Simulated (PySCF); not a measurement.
C4H4F2O3.
Atom-mapped SMILES: `[O:1]=[C:2]1[CH2:3][C@@H:4]([O:5][CH:6]([F:7])[F:8])[O:9]1`

Geometry (GFN2-xTB, Å), atoms numbered from 1 in this order:
```xyz
13
C4H4F2O3 angstrom
O     -2.437   -0.042    2.018
C     -1.661   -0.101    1.131
C     -1.619    0.268   -0.342
C     -0.216   -0.340   -0.267
O      0.782    0.597   -0.511
C      2.047    0.181   -0.210
F      2.459   -0.773   -1.081
F      2.866    1.220   -0.363
O     -0.389   -0.614    1.132
H     -2.338   -0.235   -0.980
H     -1.616    1.337   -0.535
H     -0.037   -1.270   -0.820
H      2.154   -0.227    0.811
```

Probes without a nucleus sit at each ring's centroid and 1 Å off its mean plane on both sides; NICS is minus the shielding there, NICSzz its component along the normal. Level: GIAO PBE0/pcSseg-1 (PySCF, non-relativistic, gas phase) on the GFN2-xTB geometry, one conformer.

Ring bond lengths (Å), with Mayer bond orders in brackets: C2–C3 1.518 (0.99), C3–C4 1.531 (1.02), C4–O9 1.436 (0.91), O9–C2 1.372 (1.03).

Give the NICS values of each ring in ppm.

```tsv
ring	type	NICS(0)	NICS(1), two faces	NICS(1)zz, two faces	rms pucker (Å)	centre to ring atoms, mean (Å)
C2–C3–C4–O9	4-membered ring with O; formal bonds all single	-2.5	-1.7 / -2.7	1.4 / -2.4	0.01	1.03
```

What do they say, and how far can they be read as aromaticity?

- C2–C3–C4–O9: mean NICS(1)zz -0.5 ppm, near zero. C3, C4 have four or more neighbours, and the NICS criterion for π rings isn't applied. The two faces differ by 3.8 ppm, so no symmetry operation interchanges them.

At the first NICS(1) probe listed for ring C2–C3–C4–O9, 1 Å off the ring, what do the in-plane components average?

The isotropic value is a third of the trace: (3 × -1.7 − (1.4))/2 = -3.2 ppm.

How shielded are the nuclei of the rings and their hydrogens (means over atoms taken as equivalent)?

| atoms | environment | σ isotropic (ppm) |
| --- | --- | --- |
| C2 | ester carbonyl carbon | 19.0 |
| C3 | sp3 carbon next to a carbonyl | 137.3 |
| C4 | sp3 carbon bearing two oxygens | 96.2 |
| O9 | ester single-bonded oxygen | 13.5 |
| H10 | methylene hydrogen | 28.07 |
| H11 | methylene hydrogen | 28.15 |
| H12 | methine hydrogen | 25.82 |
